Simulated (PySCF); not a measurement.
A series of related molecules.

All values: B3LYP/def2-SVPD (PySCF) at PBE0-D3(BJ)/def2-SVP geometries, gas phase, one conformer each. Core orbitals are frozen in the response; Δα² is half the sum of the squared differences of the principal polarisabilities. The calculation is non-relativistic, for germanium too.

(1) Rank by dipole moment, highest first.
A. `[CH2:1]=[CH:2][B:3]1[CH:4]=[CH:5][CH:6]=[CH:7][CH:8]=[CH:9]1` with C1–C2–B3–C4 11°
B. `[SiH3:1][NH:2][B:3]1[CH:4]=[CH:5][CH:6]=[CH:7][CH:8]=[CH:9]1` with Si1–N2–B3–C4 -179°
C. `[CH2:1]=[CH:2][CH2:3][B:4]1[CH:5]=[CH:6][CH:7]=[CH:8][CH:9]=[CH:10]1` with C1–C2–C3–B4 106°, C2–C3–B4–C5 -16°
D. `[GeH3:1][O:2][B:3]1[CH:4]=[CH:5][CH:6]=[CH:7][CH:8]=[CH:9]1` with Ge1–O2–B3–C4 -2°
E. `[CH3:1][C:2](=[S:3])[B:4]1[CH:5]=[CH:6][CH:7]=[CH:8][CH:9]=[CH:10]1` with C1–C2–B4–C5 60°

(2) Rank by HOMO energy, lowest first.
A. `[SiH3]NB1C=CC=CC=C1`
B. `CC(=S)B1C=CC=CC=C1`
C. `C=CCB1C=CC=CC=C1`
D. `C=CB1C=CC=CC=C1`

(3) Rank by polarisability anisotropy Δα, lowest first.
A. `[CH3:1][C:2](=[S:3])[B:4]1[CH:5]=[CH:6][CH:7]=[CH:8][CH:9]=[CH:10]1` with C1–C2–B4–C5 60°
B. `[CH2:1]=[CH:2][B:3]1[CH:4]=[CH:5][CH:6]=[CH:7][CH:8]=[CH:9]1` with C1–C2–B3–C4 11°
C. `[CH2:1]=[CH:2][CH2:3][B:4]1[CH:5]=[CH:6][CH:7]=[CH:8][CH:9]=[CH:10]1` with C1–C2–C3–B4 106°, C2–C3–B4–C5 -16°

## Answers

(1) E (3.83 D), C (2.18 D), A (1.49 D), D (1.23 D), B (1.03 D).

(2) C (-6.66 eV), D (-6.53 eV), A (-6.28 eV), B (-5.72 eV).

(3) C (11.50 Å³), A (12.62 Å³), B (13.52 Å³).

All values together:

```tsv
SMILES	formula	μ (D)	HOMO (eV)	LUMO (eV)	α (Å³)	Δα (Å³)	electrons	α per electron (Å³)	ΔSCF removal energy (eV)
CC(=S)B1C=CC=CC=C1	C8H9BS	3.83	-5.72	-2.38	21.01	12.62	78	0.269	7.67
C=CB1C=CC=CC=C1	C8H9B	1.49	-6.53	-2.17	17.60	13.52	62	0.284	8.32
C=CCB1C=CC=CC=C1	C9H11B	2.18	-6.66	-2.20	18.92	11.50	70	0.270	–
[SiH3]NB1C=CC=CC=C1	C6H10BNSi	1.03	-6.28	-2.04	18.86	12.42	72	0.262	8.05
[GeH3][O]B1C=CC=CC=C1	C6H9BGeO	1.23	-6.49	-2.05	18.39	11.31	90	0.204	8.33
```

Conformers: `[CH3:1][C:2](=[S:3])[B:4]1[CH:5]=[CH:6][CH:7]=[CH:8][CH:9]=[CH:10]1` with C1–C2–B4–C5 60°; `[CH2:1]=[CH:2][B:3]1[CH:4]=[CH:5][CH:6]=[CH:7][CH:8]=[CH:9]1` with C1–C2–B3–C4 11°; `[CH2:1]=[CH:2][CH2:3][B:4]1[CH:5]=[CH:6][CH:7]=[CH:8][CH:9]=[CH:10]1` with C1–C2–C3–B4 106°, C2–C3–B4–C5 -16°; `[SiH3:1][NH:2][B:3]1[CH:4]=[CH:5][CH:6]=[CH:7][CH:8]=[CH:9]1` with Si1–N2–B3–C4 -179°; `[GeH3:1][O:2][B:3]1[CH:4]=[CH:5][CH:6]=[CH:7][CH:8]=[CH:9]1` with Ge1–O2–B3–C4 -2°.

A dash marks a removal energy that wasn't run or isn't settled.
